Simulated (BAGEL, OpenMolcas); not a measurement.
**How basis sets differ on C4H12Si (SMILES C[Si](C)(C)C)**

C4H12Si has 17 atoms, charge 0, and is taken as a singlet. As SMILES, `C[Si](C)(C)C`. The shape is that of a PBE0-D4/def2-TZVP optimisation.

Each level gives the HOMO–LUMO gap (eV). The values are calculated.

| level | kind | program | value (eV) |
| --- | --- | --- | --- |
| HF/ANO-R0 (sfX2C) | Hartree–Fock | OpenMolcas | 17.42 |
| HF/ANO-RCC-MB (DKH2) | Hartree–Fock | OpenMolcas | 21.98 |
| HF/def2-SV(P) (density fitting with tzvpp-jkfit) | Hartree–Fock | BAGEL | 15.79 |
| HF/def2-SVP (density fitting with tzvpp-jkfit) | Hartree–Fock | BAGEL | 15.74 |
| HF/def2-SVPD (density fitting with tzvpp-jkfit) | Hartree–Fock | BAGEL | 14.02 |
| HF/def2-TZVP (density fitting with tzvpp-jkfit) | Hartree–Fock | BAGEL | 14.77 |
| HF/def2-TZVPP (density fitting with tzvpp-jkfit) | Hartree–Fock | BAGEL | 14.81 |
| HF/def2-TZVPPD (density fitting with tzvpp-jkfit) | Hartree–Fock | BAGEL | 13.41 |

The values span 13.41 to 21.98 eV. A Hartree–Fock LUMO above zero doesn't converge with the basis: it sinks as sets grow more diffuse. Orbital gaps aren't excitation energies.
